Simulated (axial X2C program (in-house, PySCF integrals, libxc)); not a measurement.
**BrSmBr: the levels of the configuration f5 s1**

Calculated with an axial X2C code built on PySCF integrals: two-component X2C with atomic mean-field Coulomb and Gaunt terms, basis Br dyall-v3z, Sm dyall-v3z (cores contracted in-house). Orbitals come from Hartree–Fock averaged over the configuration Sm f5 s1; CI then distributes these electrons over the f, s shells of Sm.

Br–Sm–Br held linear, both bonds 2.729 Å (near the minimum of the configuration average).

Active spinors (ω > 0):

```tsv
shell	ω	ε (eV)	character
f	5/2	-2.45	100% Sm f
f	3/2	-2.29	100% Sm f
f	1/2	-2.19	100% Sm f
f	7/2	-2.01	100% Sm f
f	5/2	-1.87	100% Sm f
f	3/2	-1.77	100% Sm f
f	1/2	-1.70	99% Sm f
s	1/2	-3.35	56% Sm s, 40% Sm d
```

Lowest levels of this model:

```csv
Ω,energy (cm⁻¹),g∥,configuration
0,0,0.00,100% f5 s1
1,140,2.26,100% f5 s1
2,564,4.79,100% f5 s1
0,866,0.00,100% f5 s1
1,1043,1.99,100% f5 s1
3,1278,7.69,100% f5 s1
2,1497,3.12,100% f5 s1
0,1845,0.00,100% f5 s1
1,1969,1.42,100% f5 s1
2,2207,2.45,100% f5 s1
4,2271,10.69,100% f5 s1
3,2345,6.39,100% f5 s1
0,2883,0.00,100% f5 s1
1,2968,1.70,100% f5 s1
2,3131,3.85,100% f5 s1
3,3299,6.37,100% f5 s1
4,3445,9.64,100% f5 s1
5,3522,13.62,100% f5 s1
0,3757,0.00,100% f5 s1
0,4011,0.00,100% f5 s1
3,4416,6.97,100% f5 s1
4,4577,9.75,100% f5 s1
5,4760,12.80,100% f5 s1
6,5000,16.40,100% f5 s1
0,5141,0.00,100% f5 s1
0,5245,0.00,100% f5 s1
4,5828,10.03,100% f5 s1
5,6031,12.86,100% f5 s1
6,6297,15.83,100% f5 s1
7,6637,19.09,100% f5 s1
```

g∥ is the magnitude of 2⟨Lz + ge Sz⟩ for the +Ω component.

This point took 14 s on 1 thread of Intel(R) Xeon(R) Processor @ 2.70GHz (shared host).

Dynamic correlation is missing, so gaps between terms are too wide and other configurations may lie lower; the lowest level listed is that of this model, not necessarily the ground state. At most 4 roots were kept for each Ω > 0 (twice that for Ω = 0) within 2.2 eV of the lowest, so higher up levels can be missing between those listed; levels with Ω > 0 are doubly degenerate and listed once, Ω = 0 levels singly. The molecule was held linear; bending was not examined.
